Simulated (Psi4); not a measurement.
C4H12Si, triplet, at the geometry of the source list (a higher spin typed on purpose: for a closed-shell molecule this is an excited state); Psi4 1.11 with MP2.5/STO-3G.

The Psi4 input:
```
memory 2 GB

molecule {
0 3
  C    -0.40850000   -1.21310000   -1.41620000
  Si   -0.00000000   -0.00000000    0.00000000
  C     0.00820000    1.78590000   -0.67430000
  C    -1.31830000   -0.15620000    1.37180000
  C     1.71870000   -0.41660000    0.71880000
  H    -1.38230000   -1.00360000   -1.84870000
  H    -0.42140000   -2.24090000   -1.06610000
  H     0.32380000   -1.14990000   -2.21550000
  H     0.23780000    2.50350000    0.10760000
  H    -0.95720000    2.05610000   -1.09180000
  H     0.74890000    1.90980000   -1.45860000
  H    -2.31050000    0.07470000    0.99580000
  H    -1.34960000   -1.16260000    1.77840000
  H    -1.11550000    0.52210000    2.19510000
  H     1.74890000   -1.42830000    1.11220000
  H     2.49410000   -0.33730000   -0.03730000
  H     1.98300000    0.25640000    1.52890000
}

set basis sto-3g
set reference uhf

energy('mp2.5')
print_variables()
```

The log (banner, timings and long lists left out):

```
    Information: MP2.5 default algorithm changed to DF in August 2020. Use `set mp_type conv` for previous behavior.
    For method 'MP2.5', SCF Algorithm Type (re)set to DISK_DF.

   => Loading Basis Set <=

    Name: STO-3G
    Role: ORBITAL
    Keyword: BASIS

         ---------------------------------------------------------
                                   SCF
               by Justin Turney, Rob Parrish, Andy Simmonett
                          and Daniel G. A. Smith
                              UHF Reference
         ---------------------------------------------------------

  ==> Geometry <==

    Molecular point group: c1
    Full point group: C1

    Geometry (in Angstrom), charge = 0, multiplicity = 3:

       Center              X                  Y                   Z               Mass
    ------------   -----------------  -----------------  -----------------  -----------------
         C           -0.408513625397    -1.213100000000    -1.416213625397    12.000000000000
         SI          -0.000013625397     0.000000000000    -0.000013625397    27.976926534650
         C            0.008186374603     1.785900000000    -0.674313625397    12.000000000000
         C           -1.318313625397    -0.156200000000     1.371786374603    12.000000000000
         C            1.718686374603    -0.416600000000     0.718786374603    12.000000000000
         H           -1.382313625397    -1.003600000000    -1.848713625397     1.007825032230
         H           -0.421413625397    -2.240900000000    -1.066113625397     1.007825032230
         H            0.323786374603    -1.149900000000    -2.215513625397     1.007825032230
         H            0.237786374603     2.503500000000     0.107586374603     1.007825032230
         H           -0.957213625397     2.056100000000    -1.091813625397     1.007825032230
         H            0.748886374603     1.909800000000    -1.458613625397     1.007825032230
         H           -2.310513625397     0.074700000000     0.995786374603     1.007825032230
         H           -1.349613625397    -1.162600000000     1.778386374603     1.007825032230
         H           -1.115513625397     0.522100000000     2.195086374603     1.007825032230
         H            1.748886374603    -1.428300000000     1.112186374603     1.007825032230
         H            2.494086374603    -0.337300000000    -0.037313625397     1.007825032230
         H            1.982986374603     0.256400000000     1.528886374603     1.007825032230

  Running in c1 symmetry.

  Rotational constants: A =      0.10053  B =      0.10053  C =      0.10052 [cm^-1]
  Rotational constants: A =   3013.72839  B =   3013.67912  C =   3013.65041 [MHz]
  Nuclear repulsion =  243.406525451378030

  Charge       = 0
  Multiplicity = 3
  Electrons    = 50
  Nalpha       = 26
  Nbeta        = 24

  ==> Algorithm <==

  SCF Algorithm Type is DISK_DF.
  DIIS enabled.
  MOM disabled.
  Fractional occupation disabled.
  Guess Type is SAD.
  Energy threshold   = 1.00e-08
  Density threshold  = 1.00e-08
  Integral threshold = 1.00e-12

  ==> Primary Basis <==

  Basis Set: STO-3G
    Blend: STO-3G
    Number of shells: 29
    Number of basis functions: 41
    Number of Cartesian functions: 41
    Spherical Harmonics?: true
    Max angular momentum: 1

   => Loading Basis Set <=

    Name: (STO-3G AUX)
    Role: JKFIT
    Keyword: DF_BASIS_SCF

  ==> Integral Setup <==

  ==> DiskDFJK: Density-Fitted J/K Matrices <==

    J tasked:                  Yes
    K tasked:                  Yes
    wK tasked:                  No
    Integrals threads:           1
    Algorithm:                Core
    Integral Cache:           SAVE
    Schwarz Cutoff:          1E-12
    Fitting Condition:       1E-10

   => Auxiliary Basis Set <=

  Basis Set: (STO-3G AUX)
    Blend: DEF2-UNIVERSAL-JKFIT
    Number of shells: 210
    Number of basis functions: 644
    Number of Cartesian functions: 751
    Spherical Harmonics?: true
    Max angular momentum: 4

  Minimum eigenvalue in the overlap matrix is 2.2705790212E-01.
  Reciprocal condition number of the overlap matrix is 9.4721318103E-02.
    Using symmetric orthogonalization.

  ==> Pre-Iterations <==

  SCF Guess: Superposition of Atomic Densities via on-the-fly atomic UHF (no occupation information).

   -------------------------
    Irrep   Nso     Nmo
   -------------------------
     A         41      41
   -------------------------
    Total      41      41
   -------------------------

  ==> Iterations <==

                           Total Energy        Delta E     RMS |[F,P]|

   @DF-UHF iter SAD:  -437.20400608459329   -4.37204e+02   0.00000e+00
   @DF-UHF iter   1:  -441.74987564772982   -4.54587e+00   4.58809e-03 ADIIS/DIIS
   @DF-UHF iter   2:  -441.79727336275056   -4.73977e-02   2.23926e-03 ADIIS/DIIS
   @DF-UHF iter   3:  -441.81451434783901   -1.72410e-02   1.45329e-03 ADIIS/DIIS
   @DF-UHF iter   4:  -441.83186467452975   -1.73503e-02   1.19567e-03 ADIIS/DIIS
   @DF-UHF iter   5:  -441.84595376745818   -1.40891e-02   8.97610e-04 ADIIS/DIIS
   @DF-UHF iter   6:  -441.85554366868615   -9.58990e-03   4.51711e-04 ADIIS/DIIS
   @DF-UHF iter   7:  -441.85712256895403   -1.57890e-03   2.63141e-04 ADIIS/DIIS
   @DF-UHF iter   8:  -441.85767127005380   -5.48701e-04   6.77530e-05 DIIS
   @DF-UHF iter   9:  -441.85768534016711   -1.40701e-05   3.55176e-05 DIIS
   @DF-UHF iter  10:  -441.85769013262347   -4.79246e-06   1.52199e-05 DIIS
   @DF-UHF iter  11:  -441.85769141521030   -1.28259e-06   4.79666e-06 DIIS
   @DF-UHF iter  12:  -441.85769151509959   -9.98893e-08   1.45654e-06 DIIS
   @DF-UHF iter  13:  -441.85769152442271   -9.32312e-09   3.19448e-07 DIIS
   @DF-UHF iter  14:  -441.85769152483186   -4.09159e-10   1.44705e-07 DIIS
   @DF-UHF iter  15:  -441.85769152491827   -8.64020e-11   8.31546e-08 DIIS
   @DF-UHF iter  16:  -441.85769152495902   -4.07567e-11   3.49478e-08 DIIS
   @DF-UHF iter  17:  -441.85769152496840   -9.37916e-12   1.07545e-08 DIIS
[...]
  @DF-UHF Final Energy:  -441.85769152497028
    Total Energy =                       -441.8576915249702779
  DIE_IF_NOT_CONVERGED          => (empty)
[...]
  MBIS_RADIAL_POINTS            => (empty)
  MBIS_SPHERICAL_POINTS         => (empty)
  MOLDEN_WITH_VIRTUAL           => (empty)
  MOLDEN_WRITE                  => (empty)
  MO_DIIS_NUM_VECS              => (empty)
  MO_MAXITER                    => (empty)
  MO_STEP_MAX                   => (empty)
  MP2_AMP_TYPE                  => (empty)
  MP2_OS_SCALE                  => (empty)
  MP2_SOS_SCALE                 => (empty)
  MP2_SOS_SCALE2                => (empty)
  MP2_SS_SCALE                  => (empty)
  MP2_TYPE                      => (empty)
  MP_TYPE                       => (empty)
  NAT_ORBS                      => FALSE           !
  NUM_FROZEN_DOCC               => (empty)
  NUM_FROZEN_UOCC               => (empty)
  NUM_GPUS                      => (empty)
  OCC_ORBS_PRINT                => (empty)
  OEPROP                        => (empty)
  OO_SCALE                      => (empty)
  OPT_METHOD                    => (empty)
  ORBITAL_OPTIMIZER_PACKAGE     => (empty)
  ORB_OPT                       => FALSE           !
  ORB_RESP_SOLVER               => (empty)
  ORTH_TYPE                     => (empty)
  PARENT_SYMMETRY               => (empty)
  PCG_BETA_TYPE                 => (empty)
  PCG_CONVERGENCE               => (empty)
  PCG_MAXITER                   => (empty)
  PCM                           => (empty)
  PE                            => (empty)
  PPL_TYPE                      => (empty)
  PRINT                         => (empty)
  PRINT_NOONS                   => (empty)
  PROPERTIES                    => (empty)
  PROPERTIES_ORIGIN             => (empty)
  PUREAM                        => (empty)
  QCHF                          => (empty)
  QC_MODULE                     => (empty)
  RAS1                          => (empty)
  RAS2                          => (empty)
  RAS3                          => (empty)
  RAS4                          => (empty)
  READ_SCF_3INDEX               => (empty)
  REGULARIZATION                => (empty)
  REG_PARAM                     => (empty)
  RELATIVISTIC                  => (empty)
  REMP_A                        => (empty)
  RESTRICTED_DOCC               => (empty)
  RESTRICTED_UOCC               => (empty)
  RMS_MOGRAD_CONVERGENCE        => (empty)
  R_CONVERGENCE                 => (empty)
  SCF_TYPE                      => DISK_DF         !
  SCREENING                     => (empty)
  SCS_TYPE                      => (empty)
  SOCC                          => (empty)
  SOS_TYPE                      => (empty)
  TRIPLES_IABC_TYPE             => (empty)
  WFN                           => (empty)
  WFN_TYPE                      => DF-OMP2.5       !
  WRITER_FILE_LABEL             => (empty)
  ZORA_BASIS_TOLERANCE          => (empty)
  ZORA_NR_DEBUG                 => (empty)
  ZORA_PRUNING_SCHEME           => (empty)
  ZORA_RADIAL_POINTS            => (empty)
  ZORA_SPHERICAL_POINTS         => (empty)

	For this residual convergence, default PCG convergence is:     1.00e-07
	For this energy convergence, default residual convergence is:     3.16e-07

 ==============================================================================
 ==============================================================================
 ==============================================================================

                    DF-MP2.5
              Program Written by Ugur Bozkaya
              Latest Revision September 9, 2017

 ==============================================================================
 ==============================================================================
 ==============================================================================

	MO spaces...

	 FC   AOCC   BOCC  AVIR   BVIR   FV
	------------------------------------------
	  0    26    24    15     17     0

	Number of basis functions in the DF-CC basis: 422

	Total memory requirement for DF+CC int:      8.80 MB

	Computing DF-MP2 energy ...
	=======================================================================
	Nuclear Repulsion Energy (a.u.)    :   243.40652545137803
	DF-HF Energy (a.u.)                :  -441.85769152497028
	REF Energy (a.u.)                  :  -441.85769152497028
	Alpha-Alpha Contribution (a.u.)    :    -0.01161859567614
	Alpha-Beta Contribution (a.u.)     :    -0.21365966755504
	Beta-Beta Contribution (a.u.)      :    -0.01242389898848
	Scaled_SS Correlation Energy (a.u.):    -0.00801416488821
	Scaled_OS Correlation Energy (a.u.):    -0.25639160106605
	DF-SCS-MP2 Total Energy (a.u.)     :  -442.12209729092456
	DF-SOS-MP2 Total Energy (a.u.)     :  -442.13544909279182
	DF-SCS(N)-MP2 Total Energy (a.u.)  :  -441.90000631558001
	DF-MP2 Correlation Energy (a.u.)   :    -0.23770216221966
	DF-MP2 Total Energy (a.u.)         :  -442.09539368718993
	=======================================================================

	=======================================================================
	================ MP2.5 FINAL RESULTS ==================================
	=======================================================================
	Nuclear Repulsion Energy (a.u.)    :   243.40652545137803
	SCF Energy (a.u.)                  :  -441.85769152497028
	REF Energy (a.u.)                  :  -441.85769152497028
	Alpha-Alpha Contribution (a.u.)    :    -0.01133180096876
	Alpha-Beta Contribution (a.u.)     :    -0.24170255072711
	Beta-Beta Contribution (a.u.)      :    -0.01214732633363
	DF-MP3 Correlation Energy (a.u.)   :    -0.29266119383931
	DF-MP3 Total Energy (a.u.)         :  -442.15035271880959
	DF-MP2.5 Correlation Energy (a.u.) :    -0.26518167802949
	DF-MP2.5 Total Energy (a.u.)       :  -442.12287320299976
	=======================================================================

  Variable Map:
  ----------------------------------------------------------------------------
[...]
  Array Variable Map:
  ----------------------------------------------------------------------------
[...]
[...]
```
